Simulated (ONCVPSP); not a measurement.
**Configuration tests for F (ONCV)**

fluorine (F), optimised norm-conserving Vanderbilt (ONCV), made with ONCVPSP 4.0.1 (PBE, scalar-relativistic). Core [He], reference 2s2 2p5. Waves: 2s: rc 0.75 bohr, ncon 4, nbas 9, qcut 9.2 1/bohr, 2 projectors, debl 2.6 Ha; 2p: rc 1.70 bohr, ncon 4, nbas 8, qcut 8 1/bohr, 2 projectors, debl 0.7 Ha; d scattering state at 0.21 Ha: rc 1.55 bohr, ncon 5, nbas 8, qcut 5.3 1/bohr, 2 projectors, debl 2 Ha. Local part: polynomial inside 0.55 bohr (lpopt 1, dvloc0 1 Ha). Core correction: Teter function, fcfact 4.25, rcfact 1.7.

Energies are relative to the spin-unpolarised reference configuration 2s2 2p5; without spin polarisation the order of configurations can differ from experiment.

```csv
valence configuration,charge,ΔE all-electron (eV),error AE − PS (meV)
2s2 2p4,+1,19.390,+93
2s2 2p3,+2,57.775,+659
2s1 2p5,+1,38.492,-118
```

**Question.** What are ΔE and the potential's error for 2s2 2p2?

**Answer.** ΔE = 118.412 eV all-electron; the error (AE − PS) is +2308 meV.

Levels in the configuration 2s2 2p4:

| level | all-electron (eV) | pseudo (eV) |
| --- | --- | --- |
| 2s | -47.388 | -47.355 |
| 2p | -28.309 | -28.060 |
